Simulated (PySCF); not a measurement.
Compound: C₄H₈BCl.
Structure used (GFN2-xTB), in Å, numbered top down from 1:
```
atom  x, y, z in Å
Cl1   -0.884   -1.003   -2.004
C2    -0.885   -0.741   -0.226
C3    -1.129    0.744    0.061
B4     0.306    1.399    0.052
C5     1.337    0.214    0.051
C6     0.502   -1.047    0.328
H7    -1.661   -1.404    0.159
H8    -1.867    1.170   -0.618
H9    -1.556    0.835    1.065
H10    0.544    2.540    0.044
H11    1.763    0.147   -0.955
H12    2.188    0.294    0.727
H13    0.413   -1.201    1.406
H14    0.928   -1.948   -0.111
```

Jobs on this species (14 atoms, 54 electrons) with PySCF (density fitting). Hardware of each: an Arm Neoverse V1 with one thread, shared host. Other jobs ran on the host; a repeat could differ by tens of per cent or more. Peak memory is the resident size of the whole Python process, interpreter and libraries included.

```csv
level and settings,work,basis functions,SCF cycles,wall time,peak memory
wB97X-D/def2-SVPD,"1 singlet by full TDDFT, 2 Tamm–Dancoff triplets, polarisability",191,?,?,?
PBE0/def2-SVPD,"6 singlets by full TDDFT, 2 Tamm–Dancoff triplets, polarisability",191,12,23 s,0.77 GiB
PW91/pcSseg-1,"spin–spin couplings from 13 perturbed nuclei, spin–dipole term for 1 of them",149,14,22 s,0.49 GiB
PBE0/pcSseg-1,"shieldings, ring-centre shieldings, charges and field gradients",149,12,16 s,0.71 GiB
CAM-B3LYP/pcSseg-1,"shieldings, ring-centre shieldings",149,12,18 s,0.74 GiB
"BHandHLYP/IGLO-II, IEF-PCM dichloromethane, energy threshold 1e-07 Eh, start guess huckel","shieldings, ring-centre shieldings",193,9,19 s,0.83 GiB
"HSE06/6-31G*, grid level 4","spin–spin couplings from 13 perturbed nuclei, spin–dipole term for 1 of them",104,12,28 s,0.57 GiB
```

Q: Fill in the missing figures.

A: 
- wB97X-D/def2-SVPD; 1 singlet by full TDDFT, 2 Tamm–Dancoff triplets, polarisability: 21 s, 0.80 GiB, 12 SCF cycles

Q: What do all jobs in the table cost together?

A: About 2.5 min; the longest takes about 19 % of that, and about 1.8 times as long as the shortest.

wB97X-D is run here without its empirical dispersion term; that term would change no orbital, density or response property at a fixed geometry.
